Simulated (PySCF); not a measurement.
Isomers of C6H15OP. Computed with PBE0-D3(BJ)/def2-SVP geometry optimisation, gas phase (PySCF 2.14.0). One conformer each; no zero-point energy, no entropy. No frequencies were run at this level. Point groups hold within 0.08 Å.

Task: Rank from lowest to highest electronic energy at this level (kcal/mol).
A. `[CH3:1][O:2][CH2:3][P:4]([CH3:5])[CH:6]([CH3:7])[CH3:8]` with C1–O2–C3–P4 -178°, O2–C3–P4–C5 56°, C3–P4–C6–C7 173°
B. `[CH3:1][CH2:2][P:3](=[O:4])([CH2:5][CH3:6])[CH2:7][CH3:8]` with C1–C2–P3–O4 -54°, C2–P3–C5–C6 179°, C2–P3–C7–C8 57° (triethylphosphine oxide)
C. `[CH3:1][CH2:2][CH2:3][PH:4][CH2:5][CH2:6][O:7][CH3:8]` with C1–C2–C3–P4 64°, C2–C3–P4–C5 168°, C3–P4–C5–C6 60°, P4–C5–C6–O7 39°, C5–C6–O7–C8 68°
D. `[CH3:1][C:2]([CH3:3])([CH3:4])[CH2:5][PH:6][CH2:7][OH:8]` with C2–C5–P6–C7 167°, C5–P6–C7–O8 -73°, P6–C7–O8–H -57°
E. `[CH3:1][CH2:2][C@@H:3]([CH3:4])[P@H:5](=[O:6])[CH2:7][CH3:8]` with C1–C2–C3–C4 -179°, C2–C3–P5–O6 -47°, C3–P5–C7–C8 -177°

Result: B (0.0), E (9.0), D (29.5), A (33.5), C (37.6).

As drawn, the lowest has a P=O bond, which the highest lacks.

```
                SMILES      E (Eh)  E rel (kcal/mol)  dipole (D)  point group       A, B, C (MHz)
         CCP(=O)(CC)CC  -653.46739               0.0        4.01      near Cs    1995, 1340, 1051
CC[C@@H](C)[P@H](=O)CC  -653.45310               9.0        3.73           C1   2657, 1062, 898.4
          CC(C)(C)CPCO  -653.42037              29.5        0.68           C1  2882, 861.9, 802.9
          COCP(C)C(C)C  -653.41402              33.5        1.50           C1   2256, 1131, 911.3
              CCCPCCOC  -653.40742              37.6        1.49           C1  2702, 857.5, 786.0
```

Task: How do the relative energies change in single points at PBE0/pcSseg-1 (no added dispersion term) on the same geometries?

Result: 
```json
{"SMILES": "CCP(=O)(CC)CC", "PBE0-D3(BJ)/def2-SVP (kcal/mol)": "0.0", "PBE0/pcSseg-1 (kcal/mol)": "0.0", "shift": "0.0"}
{"SMILES": "CC[C@@H](C)[P@H](=O)CC", "PBE0-D3(BJ)/def2-SVP (kcal/mol)": "9.0", "PBE0/pcSseg-1 (kcal/mol)": "9.0", "shift": "0.0"}
{"SMILES": "CC(C)(C)CPCO", "PBE0-D3(BJ)/def2-SVP (kcal/mol)": "29.5", "PBE0/pcSseg-1 (kcal/mol)": "31.6", "shift": "+2.1"}
{"SMILES": "COCP(C)C(C)C", "PBE0-D3(BJ)/def2-SVP (kcal/mol)": "33.5", "PBE0/pcSseg-1 (kcal/mol)": "35.4", "shift": "+1.9"}
{"SMILES": "CCCPCCOC", "PBE0-D3(BJ)/def2-SVP (kcal/mol)": "37.6", "PBE0/pcSseg-1 (kcal/mol)": "40.3", "shift": "+2.7"}
```

Each column counts from its own lowest isomer. The order is unchanged; the largest shift is 2.7 kcal/mol.
